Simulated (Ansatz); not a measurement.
Geometry optimisation, RKS PBE0/6-31G (Ansatz).

Input:

```yaml
crystal:
  periodic: [false, false, false]
  atoms:
    - { symbol: "N", position_ang: [1.5191, -1.1487, 0.5727] }
    - { symbol: C, position_ang: [1.7418, 0.3256, 0.5624] }
    - { symbol: S, position_ang: [1.2605, 1.0594, -1.0606] }
    - { symbol: Al, position_ang: [-0.8638, 1.2916, -0.6381] }
    - { symbol: F, position_ang: [-1.5699, 2.7904, 0.083] }
    - { symbol: Al, position_ang: [-2.4816, -0.5834, -1.1463] }
    - { symbol: H, position_ang: [1.8845, -1.5003, 1.4506] }
    - { symbol: H, position_ang: [0.4739, -1.2229, 0.5989] }
    - { symbol: H, position_ang: [2.8385, 0.5048, 0.7545] }
    - { symbol: H, position_ang: [1.2112, 0.832, 1.4217] }
    - { symbol: H, position_ang: [-1.9142, -1.9529, -1.7433] }
    - { symbol: H, position_ang: [-4.0231, -0.4507, -0.8215] }
basis:
  gaussian: { orbitals: "6-31G" }
hamiltonian:
  xc: pbe0
relax:
  f_tol: 0.02
  max_steps: 50
```

Run as:

```bash
$ ansatz run input.yaml --threads 1 --pin off --max-ram 2048MiB --backend cpu --events-out ev --progress --plain --runs-dir out
```

Question: Where does it end, and by what steps?

Answer: The run converged. Limits of this set-up: no polarisation functions. After 28 steps the energy has fallen by 1.406 eV; F5 moved furthest, 3.14 Å.

```
step  energy less start (eV)  largest force component (eV/Å)  accepted
   0                  0.0000                           1.933       yes
   1                 -0.3460                           1.157       yes
   2                 -0.4167                           1.034       yes
   3                 -0.5101                           0.959       yes
   4                 -0.5456                           0.786       yes
   5                 -0.6251                           0.577       yes
   6                 -0.7272                           0.423       yes
   7                 -0.7580                           2.385       yes
   8                 -0.9116                           0.452       yes
   9                 -0.9678                           0.266       yes
  10                 -1.0189                           0.300       yes
  11                 -1.0528                           0.477       yes
  12                 -1.1027                           0.333       yes
  13                 -1.1424                           0.286       yes
  14                 -1.1848                           0.201       yes
  15                 -1.2188                           0.196       yes
  16                 -1.2521                           0.207       yes
  17                 -1.2793                           0.265       yes
  18                 -1.3010                           0.353       yes
  19                 -1.3086                           0.294       yes
  20                 -1.3348                           0.387       yes
  21                 -1.3649                           0.163       yes
  22                 -1.3831                           0.173       yes
  23                 -1.3901                           0.428       yes
  24                 -1.3970                           0.507       yes
  25                 -1.4041                           0.072       yes
  26                 -1.4054                           0.051       yes
  27                 -1.4059                           0.028       yes
  28                 -1.4060                           0.019       yes
```

```xyz
12
Properties=species:S:1:pos:R:3
N 1.874 -0.416 1.432
C 2.030 0.660 0.566
S 0.999 0.583 -1.178
Al -1.026 0.081 -0.396
F -1.031 -0.036 1.344
Al -3.160 -0.395 -1.730
H 2.334 -1.285 1.215
H 1.002 -0.487 1.936
H 3.043 0.755 0.181
H 1.689 1.595 1.003
H -3.520 -1.904 -2.171
H -4.157 0.793 -2.170
```

Whether the end is a true minimum wasn't checked by a vibrational analysis.

Time of the run: 3.1 min on 1 CPU thread of a shared host.
